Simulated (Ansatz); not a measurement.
Molecule: Al2 (charge 0, triplet). 
Structure (B3LYP-D3(BJ)/def2-TZVP (Ansatz, a program for electronic structure) minimum search):
SMILES: [Al][Al]
```xyz
2

Al     0.0000     0.0000    -1.3777
Al     0.0000     0.0000     1.3777
```
Charge 0, spin multiplicity 3.

Basis-set convergence of Hartree-Fock and MP2 correlation energies (hartree) with Ansatz. Cores are frozen in the correlated levels unless marked. UHF or UKS for open shells. Spin-orbit coupling is left out. No relativistic terms.

```tsv
basis	functions	E(HF)	E(corr, MP2)
cc-pV(D+d)Z	46	-483.77531	-0.07808
cc-pV(T+d)Z	78	-483.78772	-0.09125
cc-pV(Q+d)Z	128	-483.79051	-0.09660
cc-pV(5+d)Z	200	-483.79116	-0.09942
```

Extrapolating the two largest sets (X = 4 and 5) as X^-3: E(corr) = (125·(-0.09942) - 64·(-0.09660))/61 = -0.1024 Eh, an estimate of the basis-set limit. The largest set recovers 97.1 % of it, the smallest 76.3 %.
